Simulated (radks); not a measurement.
Excited configurations of Br II: one electron is placed in a higher orbital outside [Ar] 3d10 4s2 4p3. The ground configuration is [Ar] 3d10 4s2 4p4. Calculated with a radial shooting solver on a logarithmic mesh with Libxc functionals: scalar-relativistic Kohn-Sham, BLYP, spin-unpolarised, spherical densities, finite nucleus; Fermi nuclear charge, rms radius 4.1629 fm. Excitation = E - E(ground); binding = E(ion) - E, where the ion is the core of charge +2; n* = 2/sqrt(2 binding) in atomic units, and the quantum defect is n - n*.

outer orbital  excitation (eV)  binding (eV)     n*  quantum defect  <r> (bohr)
4d                      14.427         8.191  2.578           1.422       3.628
4f                      19.170         3.447  3.973           0.027       8.549
5s                      12.786         9.831  2.353           2.647       4.342
5p                      15.329         7.288  2.733           2.267       5.323
5d                      18.274         4.343  3.540           1.460       8.215
6s                      17.597         5.020  3.292           2.708       8.445
6d                      19.851         2.766  4.436           1.564       13.86
7p                      19.961         2.656  4.527           2.473       15.62
7f                      21.252         1.365  6.314           0.686       28.46

The Delta-SCF ionisation energy is 22.617 eV (NIST Atomic Spectra Database: 21.591 eV, measured). Self-interaction in the functional shifts the binding energies and quantum defects, so they are the method's values and not measured ones. Spin polarisation and multiplet splitting are left out, so open shells lie too high by an amount that depends on their filling.

Beside tabulated values, note that spin-unpolarised runs miss the spin-polarisation part of the exchange energy of open shells.
